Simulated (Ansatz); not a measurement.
# Molecular dynamics of GaH3O3

Input:

```yaml
crystal:
  periodic: [false, false, false]
  atoms:
    - { symbol: Ga, position_ang: [0.061397, -0.282026, 0.100994] }
    - { symbol: O, position_ang: [-0.07664, -0.04891, 1.877738] }
    - { symbol: H, position_ang: [-1.005999, -0.025095, 2.169201] }
    - { symbol: O, position_ang: [1.718815, -0.290878, -0.575586] }
    - { symbol: H, position_ang: [1.678624, -0.439496, -1.538682] }
    - { symbol: O, position_ang: [-1.315602, -0.493514, -1.046592] }
    - { symbol: H, position_ang: [-2.179895, -0.500081, -0.596373] }
basis:
  gaussian: { orbitals: def2-SVP }
hamiltonian:
  xc: pbe
md:
  timestep: 0.5
  n_steps: 300
  ensemble: nvt_langevin
  temperature: 300.0
  initial_velocities: maxwell_boltzmann
  seed: 450344
  friction: 0.02
  masses: [{ species: H, mass: 2.014 }]
```

Launched with:

```bash
$ ansatz run input.yaml --threads 1 --pin off --max-ram 2048MiB --backend cpu --events-out ev --progress --plain --runs-dir out
```

It starts from a relaxed structure.

Output, in part (one step line in 11, the closing report, with atoms numbered from 0):

```
md step     0: t =     0.00 fs  T =   257.1 K  F+E_penalty+E_count = -58544.16954026 eV  E_kin = 0.232668 eV  (26 SCF iters)
md step    11: t =     5.50 fs  T =   223.1 K  F+E_penalty+E_count = -58544.13149266 eV  E_kin = 0.201848 eV  (27 SCF iters)
md step    22: t =    11.00 fs  T =    89.8 K  F+E_penalty+E_count = -58544.07366209 eV  E_kin = 0.081220 eV  (27 SCF iters)
md step    33: t =    16.50 fs  T =   125.4 K  F+E_penalty+E_count = -58544.06572556 eV  E_kin = 0.113466 eV  (28 SCF iters)
md step    44: t =    22.00 fs  T =   184.4 K  F+E_penalty+E_count = -58544.05314389 eV  E_kin = 0.166846 eV  (28 SCF iters)
md step    55: t =    27.50 fs  T =   166.2 K  F+E_penalty+E_count = -58544.03866715 eV  E_kin = 0.150389 eV  (28 SCF iters)
md step    66: t =    33.00 fs  T =   151.4 K  F+E_penalty+E_count = -58544.02864299 eV  E_kin = 0.137027 eV  (29 SCF iters)
md step    77: t =    38.50 fs  T =   256.8 K  F+E_penalty+E_count = -58544.07707220 eV  E_kin = 0.232400 eV  (26 SCF iters)
md step    88: t =    44.00 fs  T =   256.3 K  F+E_penalty+E_count = -58544.07053826 eV  E_kin = 0.231914 eV  (29 SCF iters)
md step    99: t =    49.50 fs  T =   202.0 K  F+E_penalty+E_count = -58544.03397088 eV  E_kin = 0.182748 eV  (27 SCF iters)
md step   110: t =    55.00 fs  T =   194.8 K  F+E_penalty+E_count = -58544.03070342 eV  E_kin = 0.176293 eV  (25 SCF iters)
md step   121: t =    60.50 fs  T =   195.1 K  F+E_penalty+E_count = -58543.99570334 eV  E_kin = 0.176501 eV  (27 SCF iters)
md step   132: t =    66.00 fs  T =   281.8 K  F+E_penalty+E_count = -58543.99589979 eV  E_kin = 0.255014 eV  (25 SCF iters)
md step   143: t =    71.50 fs  T =   218.3 K  F+E_penalty+E_count = -58543.91610865 eV  E_kin = 0.197532 eV  (27 SCF iters)
md step   154: t =    77.00 fs  T =   169.6 K  F+E_penalty+E_count = -58543.85633193 eV  E_kin = 0.153501 eV  (27 SCF iters)
md step   165: t =    82.50 fs  T =   260.9 K  F+E_penalty+E_count = -58543.87015608 eV  E_kin = 0.236073 eV  (26 SCF iters)
md step   176: t =    88.00 fs  T =   491.2 K  F+E_penalty+E_count = -58544.04669321 eV  E_kin = 0.444431 eV  (27 SCF iters)
md step   187: t =    93.50 fs  T =   445.6 K  F+E_penalty+E_count = -58544.06292745 eV  E_kin = 0.403157 eV  (26 SCF iters)
md step   198: t =    99.00 fs  T =   401.4 K  F+E_penalty+E_count = -58544.06382504 eV  E_kin = 0.363154 eV  (26 SCF iters)
md step   209: t =   104.50 fs  T =   368.1 K  F+E_penalty+E_count = -58544.07595891 eV  E_kin = 0.333045 eV  (26 SCF iters)
md step   220: t =   110.00 fs  T =   270.9 K  F+E_penalty+E_count = -58543.91382086 eV  E_kin = 0.245124 eV  (26 SCF iters)
md step   231: t =   115.50 fs  T =   214.8 K  F+E_penalty+E_count = -58543.92892140 eV  E_kin = 0.194352 eV  (26 SCF iters)
md step   242: t =   121.00 fs  T =   265.6 K  F+E_penalty+E_count = -58543.90350370 eV  E_kin = 0.240360 eV  (27 SCF iters)
md step   253: t =   126.50 fs  T =   289.5 K  F+E_penalty+E_count = -58543.94242612 eV  E_kin = 0.261902 eV  (27 SCF iters)
md step   264: t =   132.00 fs  T =   258.5 K  F+E_penalty+E_count = -58543.88785747 eV  E_kin = 0.233864 eV  (27 SCF iters)
md step   275: t =   137.50 fs  T =   232.5 K  F+E_penalty+E_count = -58543.87410475 eV  E_kin = 0.210326 eV  (26 SCF iters)
md step   286: t =   143.00 fs  T =   384.4 K  F+E_penalty+E_count = -58543.92879878 eV  E_kin = 0.347798 eV  (26 SCF iters)
md step   297: t =   148.50 fs  T =   545.3 K  F+E_penalty+E_count = -58544.01875555 eV  E_kin = 0.493415 eV  (26 SCF iters)
md step   300: t =   150.00 fs  T =   457.2 K  F+E_penalty+E_count = -58543.96824480 eV  E_kin = 0.413682 eV  (27 SCF iters)
Total energy: -58543.96828207 eV, -2151.4511518391 hartree
Atom 0 at     0.187066    -0.446884     0.059091 Å, force    -1.189881     0.423969     1.085507 eV/Å
Atom 1 at    -0.050618    -0.062385     1.833167 Å, force     2.169858    -0.328160    -1.001467 eV/Å
Atom 2 at    -0.961594     0.000453     2.052043 Å, force    -1.927233     0.093503     0.412535 eV/Å
Atom 3 at     1.827906    -0.695739    -0.566761 Å, force     0.197623     0.655774    -1.264655 eV/Å
Atom 4 at     1.811075    -0.218583    -1.449743 Å, force     0.270805    -0.726320     0.860670 eV/Å
Atom 5 at    -1.281488    -0.475384    -1.000157 Å, force     1.032762    -0.485589    -0.611483 eV/Å
Atom 6 at    -2.092023    -0.065531    -0.698795 Å, force    -0.553935     0.366824     0.518893 eV/Å
Dipole moment:    -0.459639     0.238920    -0.146984 e Å
```

All steps were run. A run of 0.15 ps of so small a system gives no equilibrium averages.

The same pairs are bonded in the first frame and the last. Pairs count as bonded within 1.25 times the sum of covalent radii (0.12 Å more for H–H).

Last frame:

```xyz
7
Properties=species:S:1:pos:R:3
Ga 0.187 -0.447 0.059
O -0.051 -0.062 1.833
H -0.962 0.001 2.052
O 1.828 -0.696 -0.567
H 1.811 -0.219 -1.450
O -1.282 -0.475 -1.000
H -2.092 -0.066 -0.699
```

Run time: 11 min on 1 thread of Arm Neoverse V1 (shared host), peak memory 0.11 GiB.
